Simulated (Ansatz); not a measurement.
Species: C2HClF2, charge 0, singlet. C2HClF2 (SMILES F/C=C(\F)Cl).
B3LYP-D3(BJ)/def2-TZVP minimum from Ansatz (a first-principles code):
```
C
C 1 1.3243
F 1 1.3288 2 122.47
F 2 1.3397 1 120.82 3 0.00
H 2 1.0780 1 123.82 3 180.00
Cl 1 1.7143 2 123.25 5 0.00
```
Charge 0, spin multiplicity 1.

Total energies in hartree (Ansatz). Radicals and triplets start from unrestricted determinants; spin-orbit coupling is neglected. Correlated methods leave the cores frozen. No relativity. Where a partner has so few electrons that a lower coupled-cluster level is exact, that level stands in.

```csv
species,HF/cc-pV(T+d)Z,CCSD(T)/cc-pV(T+d)Z,HF/cc-pV(Q+d)Z,CCSD(T)/cc-pV(Q+d)Z,CCSD(T)/cc-pV(D+d)Z,CCSDT(Q)/cc-pV(D+d)Z
"1: C2HClF2 ((E)-1-chloro-1,2-difluoroethene, SMILES F/C=C(\F)Cl)",-734.76352,-735.82479,-734.78898,-735.93451,-735.47265,-735.47561
2: F (doublet),-99.40552,-99.62036,-99.41377,-99.65026,-99.52757,-99.52776
3: C (triplet),-37.69157,-37.78076,-37.69331,-37.78654,-37.76038,-37.76071
4: Cl (doublet),-459.48556,-459.67356,-459.48916,-459.69449,-459.60403,-459.60445
5: H (doublet),-0.49981,-0.49981,-0.49995,-0.49995,-0.49928,-0.49928
```

Work out the atomisation energy (electronic, to ground-state atoms) in kcal/mol: take Hartree-Fock from cc-pV(Q+d)Z, extrapolate the CCSD(T) correlation energy as X^-3 (X = 3, 4), and add CCSDT(Q) - CCSD(T) in cc-pV(D+d)Z. 1 hartree = 627.51 kcal/mol.


Species 1: correlation (64·(-1.14553) - 27·(-1.06127))/37 = -1.20702; step -0.00296; E1 = -734.78898 + (-1.20702) + (-0.00296) = -735.99896
Species 2: correlation (64·(-0.23649) - 27·(-0.21484))/37 = -0.25229; step -0.00019; E2 = -99.41377 + (-0.25229) + (-0.00019) = -99.66625
Species 3: correlation (64·(-0.09323) - 27·(-0.08919))/37 = -0.09618; step -0.00033; E3 = -37.69331 + (-0.09618) + (-0.00033) = -37.78982
Species 4: correlation (64·(-0.20533) - 27·(-0.18800))/37 = -0.21798; step -0.00042; E4 = -459.48916 + (-0.21798) + (-0.00042) = -459.70756
Species 5: correlation (64·(0.00000) - 27·(0.00000))/37 = 0.00000; step +0.00000; E5 = -0.49995 + (0.00000) + (+0.00000) = -0.49995
-1·E1 +2·E2 +2·E3 +1·E4 +1·E5 = 0.87931 hartree = 551.8 kcal/mol.
